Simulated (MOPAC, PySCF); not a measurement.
[Cd(F)2], neutral singlet in the gas phase. 

Cartesian coordinates (Å):
```xyz
3

Cd     0.0000     0.0000     0.0000
F     -1.1372    -0.2106    -1.5419
F      1.1372     0.2106     1.5420
```
Charge 0, spin multiplicity 1.

All levels are single points at this geometry (TPSS-D3(BJ)/def2-SVP); Pople sets use spherical d functions. Orbital energies aren't observables, and empty levels follow the basis.

```
level                                     HOMO (eV)  LUMO (eV)  gap (eV)  dipole (D)  vertical IE, Delta-SCF (eV)
----------------------------------------  ---------  ---------  --------  ----------  ---------------------------
TPSSh-D3(BJ)/def2-TZVP in PySCF               -8.98      -2.83      6.16        0.00                            –
B3LYP/6-311+G** (LANL2DZ on Cd) in PySCF      -9.85      -3.00      6.85        0.00                            –
B3LYP/LANL2DZ in PySCF                        -9.40      -2.83      6.57        0.00                            –
M06-2X/6-31G* (LANL2DZ on Cd) in PySCF       -11.23      -1.19     10.04        0.00                            –
HF/6-31G* (LANL2DZ on Cd) in PySCF           -14.36       1.36     15.71        0.00                        13.15
PM7 in MOPAC                                 -13.71      -2.68     11.03        0.00                            –
```
